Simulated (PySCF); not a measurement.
Screening by computed properties: pick the candidate that meets the target.

All species are isolated and taken at one optimised geometry, non-relativistic unless stated. Electronic properties by PySCF.

Dipoles, sizes and rotational constants follow the conformer. The torsions of the flexible species, by atom-mapped SMILES:
- `[CH3:1][O:2][SiH2:3][Si:4]([C:5]#[N:6])([O:7][CH3:8])[O:9][CH3:10]`: C1–O2–Si3–Si4 -175°, O2–Si3–Si4–C5 66°, Si3–Si4–O7–C8 175°, Si3–Si4–O9–C10 57°
- `[CH3:1][O:2][C:3](=[O:4])[O:5][SiH2:6][C@@H:7]([CH3:8])[F:9]`: C1–O2–C3–O4 0°, O2–C3–O5–Si6 179°, C3–O5–Si6–C7 179°, O5–Si6–C7–C8 63°
- `[CH3:1][C:2](=[O:3])[NH:4][CH2:5]/[C:6]([CH3:7])=[C:8]1\[CH2:9][SiH2:10]1`: C1–C2–N4–C5 -176°, C2–N4–C5–C6 112°, N4–C5–C6–C7 -79°
- `[CH3:1][SiH2:2][C@@H:3]([CH2:4][C:5]#[N:6])[O:7][CH:8]1[CH2:9][CH2:10]1`: C1–Si2–C3–C4 -59°, Si2–C3–C4–C5 -166°, Si2–C3–O7–C8 167°, C3–O7–C8–C9 172°

The conformers of `CN[SiH2]OC(=O)/C=C/O[SiH3]`, `OC[C@@H]1O[C@H](F)CO[SiH2]1` and `N#CC[C@H]1CC[SiH2]CCO1` aren't listed.

(1) Wanted: HOMO–LUMO gap between 7.7 eV and 8 eV (PBE0/pcSseg-1) and HOMO energy above -8.1 eV (PBE0/pcSseg-1), at GFN2-xTB geometries. Which candidate meets both?
A. `C[SiH2][C@@H](CC#N)OC1CC1`
B. `N#CC[C@H]1CC[SiH2]CCO1`
C. `CN[SiH2]OC(=O)/C=C/O[SiH3]`
D. `O(C(OC)=O)[SiH2][C@H](F)C`
E. `CO[SiH2][Si](C#N)(OC)OC`
F. `CC(=O)NC/C(C)=C1\C[SiH2]1`
G. `O1[C@H](F)CO[SiH2][C@@H]1CO`

Answers

(1) A. Computed values:
```
                    species  HOMO–LUMO gap  HOMO energy
 CN[SiH2]OC(=O)/C=C/O[SiH3]        5.71 eV     -6.75 eV
  CC(=O)NC/C(C)=C1\C[SiH2]1        6.58 eV     -6.99 eV
    CO[SiH2][Si](C#N)(OC)OC        7.18 eV     -8.17 eV
O1[C@H](F)CO[SiH2][C@@H]1CO        7.56 eV     -7.44 eV
  C[SiH2][C@@H](CC#N)OC1CC1        7.79 eV     -7.26 eV
     N#CC[C@H]1CC[SiH2]CCO1        8.55 eV     -8.02 eV
  O(C(OC)=O)[SiH2][C@H](F)C        8.76 eV     -8.42 eV
```
